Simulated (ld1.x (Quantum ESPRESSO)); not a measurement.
Cutoff test, beryllium, PAW

```json
{
  "Element": "Be",
  "Generator": "ld1.x (Quantum ESPRESSO) 7.5",
  "Type": "PAW",
  "Functional": "PBE",
  "Relativity": "scalar-relativistic",
  "Frozen core": "none",
  "Valence charge": "4",
  "Reference configuration": "1s2 2s0 2p0 (charge +2)",
  "Partial waves": "1s (bound): rcut 0.80, rcutus 1.00 bohr; 2s (bound, empty): rcut 0.80, rcutus 1.00 bohr; 2p (bound, empty): rcut 1.92, rcutus 2.04 bohr; 2p channel at -0.5 Ry: rcut 1.92, rcutus 2.04 bohr",
  "Local potential": "all-electron potential smoothed inside 1.50 bohr (lloc = -2)",
  "Core correction": "none",
  "Augmentation charge": "PSQ, inside the norm-conserving radii"
}
```

The pseudo-atom Hamiltonian at the reference potential is diagonalised in spherical Bessel functions j_l(qr) that vanish at 20 bohr, with q² up to the cutoff. All-electron valence levels (Ry): 1s -9.7226, 2s -1.5357, 2p -1.2741.

Question: How do the lowest levels (Ry) of each channel move with the cutoff, and are there ghosts?

Answer:

```tsv
cutoff (Ry)	s #1	s #2	p #1	d #1	d #2	f #1	Σ f·Δε (mRy)
8	-8.3678	-1.1218	-1.2296	-0.4535	-0.2524	-0.2495	2709.6
12	-9.0622	-1.2051	-1.2668	-0.4539	-0.2527	-0.2495	1320.7
21	-9.5561	-1.2814	-1.2741	-0.4540	-0.2527	-0.2495	333.1
30	-9.6667	-1.3117	-1.2741	-0.4540	-0.2527	-0.2495	111.8
40	-9.7104	-1.3451	-1.2741	-0.4540	-0.2527	-0.2495	24.4
50	-9.7201	-1.3829	-1.2741	-0.4540	-0.2527	-0.2495	4.9
70	-9.7221	-1.4725	-1.2742	-0.4540	-0.2527	-0.2495	1.0
90	-9.7223	-1.5258	-1.2742	-0.4540	-0.2527	-0.2495	0.6
400	-9.7226	-1.5357	-1.2742	-0.4540	-0.2527	-0.2495	0.0
```

Result: no extra level below or beside the all-electron valence levels (s, p, d, f tested); 10 mRy is reached at 50 Ry and 1 mRy at 70 Ry.

The cutoffs count occupied waves only; the empty 2s level needs 90 Ry at the loose tolerance. Test run stopped at test 6 of 7 (negative rho), 5 before it not solved.
